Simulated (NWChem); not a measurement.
Species: GaH$_{2}$S$_{2}$Cl; SMILES [Ga]([Cl])([SH])[SH]

```xyz
6

Ga     0.0000     0.0000     0.0048
Cl     0.0000     0.0000    -2.1359
S      1.9595     0.0000     0.9902
H      1.4408     0.0000     2.2384
S     -1.9595     0.0000     0.9902
H     -1.4408     0.0000     2.2384
```
Atoms are numbered in this order, from 1.

Computed with NWChem. All runs use the structure optimised with PBE0/def2-SVP. Total energies compare along this basis series because the functional is fixed.

```csv
level,basis functions,energy (Ha),highest occupied level (eV),orbital gap (eV),dipole (D)
TPSS/cc-pVDZ,91,-3182.8076,-6.73,4.77,2.71
TPSS/aug-cc-pVDZ,135,-3182.8170,-6.85,4.63,2.47
TPSS/cc-pVTZ,173,-3182.9303,-6.82,4.75,2.50
TPSS/aug-cc-pVTZ,255,-3182.9330,-6.87,4.68,2.43
```
